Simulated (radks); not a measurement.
Problem. The barium ion Ba4+ is in [Kr] 4d10 5s2 5p4. All-electron calculation, non-relativistic Kohn-Sham, PBE, spin-polarised, spherical densities, point nucleus. Program: a radial shooting solver on a logarithmic mesh with Libxc functionals. Open shells are filled with parallel spins first. One electron is removed from 4d, 4p, 5p, 5s in turn, with full relaxation. Which removal costs least, and what does each cost?

Solution. 5p 58.130 eV; 5s 72.186 eV; 4d 143.27 eV; 4p 227.88 eV. The 5p electron leaves first.
